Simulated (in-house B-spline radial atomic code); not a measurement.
RPA and G0W0 for Cd⁷⁺, [Kr] 4d5, highest spin, as one setting changes: the share of exact exchange in the PBE hybrid start. A dash marks a level of low quasi-particle weight. Computed with an all-electron radial atomic-structure program (B-spline basis): all electrons, scalar-relativistic (spin-free one-electron X2C), finite nucleus, each spin shell either full or empty, empty states to l = 9 with an (l + 1/2)⁻⁴ tail; G0W0 by contour deformation at full frequency.

```tsv
share of exact exchange in the PBE hybrid start	mean-field level (eV)	G0W0 level (eV)	RPA correlation (Eh)
0	-121.23	4d up -131.89	-3.1926
0.1	-122.43	4d up -131.94	-3.1674
0.2	?	?	?
0.3	?	?	?
0.4	-126.02	4d up -132.05	-3.096
0.5	-127.22	4d up -132.08	-3.0734
0.6	-128.42	4d up -132.11	-3.0514
0.7	-129.63	4d up -132.13	-3.03
0.8	-130.83	4d up -132.15	-3.009
0.9	-132.04	4d up -132.17	-2.9885
1	-133.25	4d up -132.19	-2.9685
```

(1) What belongs in the row for 0.2?

(2) What belongs in the row for 0.3?

(3) At what share of exact exchange does G0W0 leave the highest level unchanged?

Results:

(1) mean-field level (eV): -123.62; G0W0 level (eV): 4d up -131.98; RPA correlation (Eh): -3.143.

(2) mean-field level (eV): -124.82; G0W0 level (eV): 4d up -132.02; RPA correlation (Eh): -3.1192.

(3) Near 0.91, where the shift changes sign (-0.132 eV at 0.9, +1.059 eV at 1).
